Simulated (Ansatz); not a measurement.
Molecule: AuF, net charge 0, singlet state. 
Coordinates optimised at B3LYP-D3(BJ)/def2-TZVP (Ansatz, a quantum-chemistry and plane-wave program):
SMILES: [F][Au]
```xyz
2

Au     0.0000     0.0000    -0.2001
F      0.0000     0.0000     1.7562
```

Basis-set convergence of Hartree-Fock and CCSD(T) correlation energies (hartree) with Ansatz. Correlated levels leave the core frozen unless marked. Spin-orbit coupling is left out. The frozen core is the preceding noble-gas configuration, with the filled d and f shells of earlier blocks. In def2 rows, elements after Kr have scalar-relativistic effective core potentials.

The T1 diagnostic of CCSD in the largest basis is 0.029, which is high, so the coupled-cluster rows are less sure than usual.

| basis | functions | E(HF) | E(corr, CCSD(T)) | rough core time |
|---|---|---|---|---|
| def2-SVPD | 58 | -234.11597 | -0.46804 | under 20 s |
| def2-TZVPPD | 99 | -234.24156 | -0.63571 | under 20 s |
| def2-QZVPPD | 154 | -234.24605 | -0.67955 | 25 s |

Extrapolating the two largest sets (X = 3 and 4) as X^-3: E(corr) = (64·(-0.67955) - 27·(-0.63571))/37 = -0.7115 Eh, an estimate of the basis-set limit. The largest set recovers 95.5 % of it, the smallest 65.8 %.
